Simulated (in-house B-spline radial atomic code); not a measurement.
A fraction x of an electron is added to 5s in neutral rubidium, starting from [Kr] 5s1 and keeping the highest spin. Computed with an all-electron radial atomic-structure program (B-spline basis): scalar-relativistic (X2C) AM05, spin-polarised, spherical fractional occupations, Fermi nucleus of rms radius 4.2036 fm.

```json
{"x": "0", "E(x) - E(0) (eV)": "0.0000", "5s down level (eV)": "-"}
{"x": "0.1", "E(x) - E(0) (eV)": "-0.1655", "5s down level (eV)": "-1.490"}
{"x": "0.2", "E(x) - E(0) (eV)": "-0.2995", "5s down level (eV)": "-1.193"}
{"x": "0.3", "E(x) - E(0) (eV)": "?", "5s down level (eV)": "?"}
{"x": "0.4", "E(x) - E(0) (eV)": "-0.4829", "5s down level (eV)": "-0.648"}
{"x": "0.5", "E(x) - E(0) (eV)": "?", "5s down level (eV)": "?"}
{"x": "0.6", "E(x) - E(0) (eV)": "-0.5612", "5s down level (eV)": "-0.141"}
```

Task: What belongs in the row x = 0.3?

Result: An energy change of -0.4048 eV; 5s down at -0.915 eV.

Task: What belongs in the row x = 0.5?

Result: An energy change of -0.5347 eV; 5s down at -0.390 eV.

Task: Check Janak's theorem between x = 0.1 and 0.2.

Result: The slope of the energy is -1.34 eV; the orbital levels give -1.34 eV (ε of the filling orbital, averaged over the two points).

Task: Up to what added charge does this functional bind the extra electron?

Result: The highest level rises by about 2.5 eV per electron near x = 0.6 and would reach zero near x = 0.66, so a whole extra electron isn't bound at the basis-set limit.
